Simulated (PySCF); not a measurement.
C₃H₅Br.

```xyz
9

C      1.3467     1.5032     0.0000
C      0.1320     0.9478     0.0000
C     -1.1836     1.6622     0.0000
Br    -0.0256    -0.9632     0.0000
H      2.2619     0.9098     0.0000
H      1.4384     2.5932     0.0000
H     -1.7763     1.3892     0.8876
H     -1.0214     2.7505     0.0000
H     -1.7763     1.3892    -0.8876
```

Geometry optimised at TPSSh-D3(BJ)/def2-SVP.

Level of theory: KT2/pcSseg-1 run with PySCF. Non-relativistic, no solvent.

Question: Give the absolute GIAO shielding of each atom: isotropic value and principal components (ppm). (An estimate is asked for; the answer gives what the named calculation found.)

Answer: 
```
atom  σ(iso)     σ11     σ22     σ33    span
----  ------  ------  ------  ------  ------
C1      67.7   -26.4    99.4   130.0   156.4
C2      38.0   -52.0    63.3   102.7   154.7
C3     150.7   128.4   138.4   185.4    56.9
Br4   1909.8  1383.4  1489.5  2856.4  1473.0
H5      25.9    22.6    23.3    31.7     9.1
H6      25.7    22.4    24.5    30.3     7.9
H7      28.9    25.1    27.7    33.9     8.8
H8      29.1    25.2    27.1    35.1    10.0
H9      28.9    25.1    27.7    33.9     8.8
```
